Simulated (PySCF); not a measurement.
A GIAO shielding run with PySCF 2.14 (density fitting, non-relativistic, gas phase) on SMILES CC#CC[Si@@H](C)NC, C6H13NSi:

```
$ OMP_NUM_THREADS=1 python probes_run.py task.json out

{"job": {"kind": "nmr", "xc": "PBE0", "basis": "pcSseg-1"}, "charge": 0, "multiplicity": 1}
C     -4.118926     0.749818    -0.136599
C     -2.680771     0.754274    -0.318128
C     -1.493583     0.764874    -0.484135
C     -0.061058     0.762797    -0.666520
Si     0.815048    -0.392012     0.584213
C      0.252468    -2.185659     0.351770
N      2.494454    -0.369867     0.188391
C      3.314057     0.819654     0.187802
H     -4.438166    -0.194439     0.305483
H     -4.416602     1.565718     0.522477
H     -4.620581     0.874572    -1.096732
H      0.304353     1.786801    -0.561326
H      0.163362     0.442091    -1.686714
H      0.474566     0.066238     1.948356
H      0.661269    -2.834590     1.119175
H     -0.828398    -2.247535     0.409606
H      0.554926    -2.580655    -0.612775
H      3.033800    -1.180822     0.452950
H      2.718778     1.660063    -0.159080
H      4.160293     0.691434    -0.490165
H      3.701794     1.064188     1.182940
```

Hardware: 1 thread of an Arm Neoverse N1, shared host. The job also computes population analyses, field gradients.

Q: How large is the calculation?

A: 70 electrons, 208 basis functions and 1093 auxiliary functions.

Q: How long does it take, and how much memory does it need?

A: 69 s of wall time, with 14 SCF cycles and 4 response iterations; peak memory 0.94 GiB. Times on a shared host scatter by some tens of per cent.
